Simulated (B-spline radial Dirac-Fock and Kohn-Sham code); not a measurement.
# Ru⁴⁺: eigenvalues, ΔSCF and the reference

System: ruthenium as Ru⁴⁺, configuration 1s2 2s2 2p6 3s2 3p6 3d10 4s2 4p6 4d4.

The density-functional columns are spherical, spin-unpolarised Dirac-Kohn-Sham results without Breit or QED terms: −ε is minus the orbital energy of the initial state and ΔSCF the difference of two total energies. The reference in the last column comes from ΔSCF Dirac-Fock with Breit, self-energy and vacuum polarisation, finite nucleus, configuration average. All numbers are from a radial atomic solver, in eV; a selection of levels is shown. The Kohn-Sham columns are given as differences from the reference. For the 1s level of heavy atoms much of the gap between ΔSCF and the reference is the Breit and QED part, -63.3 eV here; for other levels the error of the functional can be larger.

| level | PBE −ε − DF | PBE ΔSCF − DF | LDA −ε − DF | LDA ΔSCF − DF | Dirac-Fock |
| --- | --- | --- | --- | --- | --- |
| 1s | -205.3 | +86.0 | -234.3 | +56.1 | 22183.2 |
| 2s | -92.4 | -40.3 | -95.8 | -43.5 | 3297.2 |
| 2p1/2 | -69.6 | -5.5 | -70.7 | -6.5 | 3034.9 |
| 2p3/2 | -71.6 | -10.3 | -72.4 | -11.1 | 2905.9 |
| 3s | -46.6 | -27.0 | -47.7 | -28.0 | 654.2 |
| 3p1/2 | -37.3 | -17.4 | -37.7 | -17.7 | 552.1 |
| 3p3/2 | -37.1 | -17.5 | -37.4 | -17.8 | 529.6 |
| 3d3/2 | -21.3 | -0.5 | -20.9 | -0.2 | 349.4 |
| 3d5/2 | -21.5 | -0.9 | -21.1 | -0.5 | 345.3 |
| 4s | -15.7 | -6.1 | -15.7 | -6.1 | 142.8 |
| 4p1/2 | -10.2 | -1.0 | -10.0 | -0.9 | 109.0 |
| 4p3/2 | -10.1 | -1.1 | -10.1 | -1.1 | 105.4 |
| 4d | -6.4 | +1.4 | -6.1 | +1.6 | 58.22 |

Values without a named source are computed, but for edge energies of neutral atoms, which are taken from tables.
